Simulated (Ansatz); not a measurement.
`C=C[N](C)[GeH3]` + `[SiH3][SeH]` → `[SiH3][Se][GeH3]` + `C=CNC` at 298.15 K and 1 bar (ligand exchange at a Ge–N bond).

Program: Ansatz. Geometries: PBE0-D4/def2-TZVP. ΔE: electronic, gas phase. CCSD(T)/CBS is the MP2 limit (def2-TZVPP, def2-QZVPP) plus CCSD(T) − MP2 in def2-TZVPP, frozen cores. For Ge, Se outer-core shells are correlated without core-valence functions, which leaves a few kJ/mol of doubt a bond. Scalar relativity is left out up to krypton. Each species was taken in one conformer, which may not be the lowest.

| species | CCSD(T)/CBS energy (Eh) | H − E (kJ/mol) | S (J/(mol·K)) |
| --- | --- | --- | --- |
| `C=C[N](C)[GeH3]` | -2250.35581 | 312.9 | 357.6 |
| `[SiH3][SeH]` | -2692.20088 | 99.8 | 286.6 |
| `[SiH3][Se][GeH3]` | -4769.53721 | 150.8 | 367.3 |
| `C=CNC` | -173.03872 | 271.9 | 295.0 |

H − E and S are ideal-gas, rigid-rotor, harmonic terms from PBE0-D4/def2-TZVP, for one conformer and one mirror image of each species. 1 Eh = 2625.50 kJ/mol, R = 8.31446 J/(mol·K).

By hand: ΔE, ΔH, ΔS and ΔG.

ΔE = (-4769.53721) + (-173.03872) − (-2250.35581) − (-2692.20088) = -0.01924 Eh = -50.5 kJ/mol. Δ(H − E) = 150.8 + 271.9 − 312.9 − 99.8 = 10.0, so ΔH = -40.5 kJ/mol. ΔS = 367.3 + 295.0 − 357.6 − 286.6 = 18.1 J/(mol·K). ΔG = -40.5 − 298.15 × (18.1)/1000 = -45.9 kJ/mol.

By hand: the equilibrium constant, and the temperature at which ΔG would vanish if ΔH and ΔS stayed fixed.

log₁₀ K = −ΔG/(RT ln 10) = 8.0. ΔH and −TΔS have one sign here, so there is no such temperature.

ΔH outweighs TΔS. A doubt of 5 kJ/mol in ΔE shifts log₁₀ K by 0.9 here. Other conformers and mirror images would add mixing entropy, several J/(mol·K) or more a flexible species. Modes under 60 cm⁻¹, often nearly free rotors, make the harmonic entropy too high. These are equilibria of isolated gas molecules and say nothing of rates. Largest T1 diagnostic: 0.012 (customary marks: 0.02 for closed shells, 0.045 for open ones).
